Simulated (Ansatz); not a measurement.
Basis-set extrapolation for `[SiH3][SiH]1B[SiH2]1` (PBE0-D4/def2-TZVP geometry, frozen core, Ansatz 0.2.0). Multiplicity 1, RHF reference.

|  | def2-TZVPP | def2-QZVPP |
| --- | --- | --- |
| HF | -895.497867 | -895.525025 |
| MP2 correlation | -0.481050 | -0.513755 |
| CCSD(T) correlation | -0.571462 | not run |

Energies in hartree. Use E(X) = E(∞) + A·exp(−7.88·√X) for Hartree–Fock and E(X) = E(∞) + B·X^(−2.97) for correlation, with X = 3 and 4, and add CCSD(T) minus MP2 of the smaller set to the MP2 limit.

Q: What is the CCSD(T) energy at the basis-set limit?

A: HF limit: -895.525025 + (-0.027158) × 0.13774 = -895.52877. MP2 limit: -0.513755 + (-0.032705) × 0.74074 = -0.53798. Higher-order term: -0.571462 − (-0.481050) = -0.09041. Total: -896.15716 hartree, 55.1 kcal/mol below CCSD(T)/def2-TZVPP.
